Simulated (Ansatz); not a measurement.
`[SiH3][SiH2][GeH3]` + `CCS` → `CCS[SiH3]` + `[SiH3][GeH3]` at 500 K and 1 bar (cleavage of the Si–Si bond).

Isolated molecules relaxed with PBE0-D4/def2-TZVP in Ansatz; ΔE leaves out vibrations. CCSD(T)/CBS adds triple-zeta CCSD(T) − MP2 to the extrapolated MP2 energy (def2 sets, frozen cores). This one scheme is used for every species. For Ge outer-core shells are correlated without core-valence functions, which leaves a few kJ/mol of doubt a bond. Scalar relativity is left out up to krypton. Each species was taken in one conformer, which may not be the lowest.

```tsv
species	CCSD(T)/CBS energy (Eh)	H − E (kJ/mol)	S (J/(mol·K))
`[SiH3][SiH2][GeH3]`	-2659.06477	221.8	439.1
`CCS`	-477.49091	229.0	328.4
`CCS[SiH3]`	-767.79185	289.4	409.6
`[SiH3][GeH3]`	-2368.78170	160.7	342.8
```

H − E and S are ideal-gas, rigid-rotor, harmonic terms from PBE0-D4/def2-TZVP, for one conformer and one mirror image of each species. 1 Eh = 2625.50 kJ/mol, R = 8.31446 J/(mol·K).

By hand: ΔE, ΔH, ΔS and ΔG.

ΔE = (-767.79185) + (-2368.78170) − (-2659.06477) − (-477.49091) = -0.01787 Eh = -46.9 kJ/mol. Δ(H − E) = 289.4 + 160.7 − 221.8 − 229.0 = -0.7, so ΔH = -47.6 kJ/mol. ΔS = 409.6 + 342.8 − 439.1 − 328.4 = -15.1 J/(mol·K). ΔG = -47.6 − 500 × (-15.1)/1000 = -40.1 kJ/mol.

By hand: the equilibrium constant, and the temperature at which ΔG would vanish if ΔH and ΔS stayed fixed.

log₁₀ K = −ΔG/(RT ln 10) = 4.2. ΔG = 0 at ΔH/ΔS = 3152 K, far beyond where these terms or the molecules hold.

ΔH outweighs TΔS. A doubt of 5 kJ/mol in ΔE shifts log₁₀ K by 0.5 here. Other conformers and mirror images would add mixing entropy, several J/(mol·K) or more a flexible species. Modes under 60 cm⁻¹, often nearly free rotors, make the harmonic entropy too high. These are equilibria of isolated gas molecules and say nothing of rates. Largest T1 diagnostic: 0.013 (customary marks: 0.02 for closed shells, 0.045 for open ones).
